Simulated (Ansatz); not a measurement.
`C[SiH2][GeH2][Cl]` + NH₃ → `C[SiH2]N` + `[Cl][GeH3]` at 400 K and 1 bar (cleavage of the Si–Ge bond).

Isolated molecules relaxed with PBE0-D4/def2-TZVP in Ansatz; ΔE leaves out vibrations. CBS: MP2 limit from def2 TZ/QZ plus the TZ coupled-cluster correction, frozen cores. This one scheme is used for every species. For Ge outer-core shells are correlated without core-valence functions, which leaves a few kJ/mol of doubt a bond. Scalar relativity is left out up to krypton. One conformer a species, not always the lowest.

| species | CCSD(T)/CBS energy (Eh) | H − E (kJ/mol) | S (J/(mol·K)) |
| --- | --- | --- | --- |
| `C[SiH2][GeH2][Cl]` | -2867.28393 | 223.1 | 412.6 |
| NH₃ | -56.50880 | 104.2 | 203.1 |
| `C[SiH2]N` | -386.08232 | 236.0 | 334.0 |
| `[Cl][GeH3]` | -2537.71925 | 82.5 | 281.4 |

H − E and S are ideal-gas, rigid-rotor, harmonic terms from PBE0-D4/def2-TZVP, for one conformer and one mirror image of each species. 1 Eh = 2625.50 kJ/mol, R = 8.31446 J/(mol·K).

By hand: ΔE, ΔH, ΔS and ΔG.

ΔE = (-386.08232) + (-2537.71925) − (-2867.28393) − (-56.50880) = -0.00884 Eh = -23.2 kJ/mol. Δ(H − E) = 236.0 + 82.5 − 223.1 − 104.2 = -8.8, so ΔH = -32.0 kJ/mol. ΔS = 334.0 + 281.4 − 412.6 − 203.1 = -0.3 J/(mol·K). ΔG = -32.0 − 400 × (-0.3)/1000 = -31.9 kJ/mol.

By hand: the equilibrium constant, and the temperature at which ΔG would vanish if ΔH and ΔS stayed fixed.

log₁₀ K = −ΔG/(RT ln 10) = 4.2. ΔG = 0 at ΔH/ΔS = 106667 K, far beyond where these terms or the molecules hold.

The number of gas molecules stays the same, so ΔS is small and ΔH decides. A doubt of 5 kJ/mol in ΔE shifts log₁₀ K by 0.7 here. Other conformers and mirror images would add mixing entropy, several J/(mol·K) or more a flexible species. Modes under 60 cm⁻¹, often nearly free rotors, make the harmonic entropy too high. These are equilibria of isolated gas molecules and say nothing of rates. Largest T1 diagnostic: 0.011 (customary marks: 0.02 for closed shells, 0.045 for open ones).
